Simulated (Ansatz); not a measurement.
Basis-set extrapolation for C2H6ClNSi (PBE0-D4/def2-TZVP geometry, frozen core, Ansatz 0.2.0). Multiplicity 1, RHF reference.

```tsv
	def2-TZVPP	def2-QZVPP
HF	-882.173078	-882.200828
MP2 correlation	-0.859398	-0.924860
CCSD(T) correlation	-0.951642	not run
```

Energies in hartree. Use E(X) = E(∞) + A·exp(−7.88·√X) for Hartree–Fock and E(X) = E(∞) + B·X^(−2.97) for correlation, with X = 3 and 4, and add CCSD(T) minus MP2 of the smaller set to the MP2 limit.

Problem. What is the CCSD(T) energy at the basis-set limit?

Solution. HF limit: -882.200828 + (-0.027750) × 0.13774 = -882.20465. MP2 limit: -0.924860 + (-0.065462) × 0.74074 = -0.97335. Higher-order term: -0.951642 − (-0.859398) = -0.09224. Total: -883.27024 hartree, 382.1 kJ/mol below CCSD(T)/def2-TZVPP.
